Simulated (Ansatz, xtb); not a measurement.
# Two structures of CH4GaSi−

Structure I: a singlet given by its coordinates. Structure II: a singlet given by its coordinates. Both are isolated ions in the gas phase, relaxed with B3LYP-D3(BJ)/def2-SVPD.

I (Å):

```xyz
7

C     1.8231   -2.1181   -1.7079
Ga    1.7332    0.4215   -1.2929
Si    0.4232   -1.7654   -0.6094
H     1.6613   -2.2195   -2.7884
H     2.8606   -2.3411   -1.4262
H     1.1820   -1.7451    0.7412
H     2.8499    0.2879   -2.5408
```

Close contacts (Å): C1–Si3 1.81, Ga2–Si3 2.64, C1–H4 1.10, C1–H5 1.10, Ga2–H7 1.68, Si3–H6 1.55.

II (Å):

```yaml
atoms:
  - { symbol: C, position_ang: [2.1273, -1.7379, -2.0572] }
  - { symbol: Ga, position_ang: [0.8297, -0.4339, -3.1215] }
  - { symbol: Si, position_ang: [1.3759, -0.7803, -0.5827] }
  - { symbol: H, position_ang: [3.1469, -1.3951, -2.3196] }
  - { symbol: H, position_ang: [2.0866, -2.8362, -2.1215] }
  - { symbol: H, position_ang: [0.5135, -1.7816, 0.1712] }
  - { symbol: H, position_ang: [2.4455, -0.4330, 0.4461] }
```

Close contacts (Å): C1–Ga2 2.13, C1–Si3 1.91, Ga2–Si3 2.62, C1–H4 1.11, C1–H5 1.10, Si3–H6 1.52, Si3–H7 1.52.

Question: Which of the two would you expect CCSD(T)/def2-SVPD + ΔMP2/def2-TZVPPD electronic energies to favour?

Answer: Structure II; the calculation gives E(II) − E(I) = −59.2 kJ/mol.

Level by level:

```json
{"level": "B3LYP-D3(BJ)/def2-SVPD", "geometry": "B3LYP-D3(BJ)/def2-SVPD", "E(II) − E(I) (kJ/mol)": "−55.3", "departure from the last row (kJ/mol)": "+3.9", "job, with rough time for the two": "optimisation, 74 s"}
{"level": "HF/def2-SVPD", "geometry": "B3LYP-D3(BJ)/def2-SVPD", "E(II) − E(I) (kJ/mol)": "−80.7", "departure from the last row (kJ/mol)": "−21.5", "job, with rough time for the two": "part of the CCSD(T) run"}
{"level": "MP2/def2-SVPD", "geometry": "B3LYP-D3(BJ)/def2-SVPD", "E(II) − E(I) (kJ/mol)": "−61.2", "departure from the last row (kJ/mol)": "−2.1", "job, with rough time for the two": "part of the CCSD(T) run"}
{"level": "CCSD(T)/def2-SVPD", "geometry": "B3LYP-D3(BJ)/def2-SVPD", "E(II) − E(I) (kJ/mol)": "−56.2", "departure from the last row (kJ/mol)": "+3.0", "job, with rough time for the two": "single point"}
{"level": "CCSD(T)/def2-SVPD + ΔMP2/def2-TZVPPD", "geometry": "B3LYP-D3(BJ)/def2-SVPD", "E(II) − E(I) (kJ/mol)": "−59.2", "departure from the last row (kJ/mol)": "", "job, with rough time for the two": "single point, 30 s"}
```

The levels shown agree on the order. The largest departure from CCSD(T)/def2-SVPD + ΔMP2/def2-TZVPPD is that of HF/def2-SVPD, 21.5 kJ/mol. Levels run at GFN2-xTB geometries aren't shown. The last row adds to CCSD(T) the change of the MP2 difference between the two basis sets, here −3.0 kJ/mol.

With harmonic frequencies from B3LYP-D3(BJ)/def2-SVPD (ideal gas, rigid rotor, one conformer each, 298.15 K, 1 atm): on the last row, ΔE + ΔZPE = −55.6, ΔH = −56.1, ΔG = −54.5 kJ/mol.

The correlated steps freeze 15 core orbitals; the filled d shell of Ga is correlated, in a basis made for valence electrons. Codes used: Ansatz 0.2.0; the last row on 2 threads of Arm Neoverse V1 on a shared host.
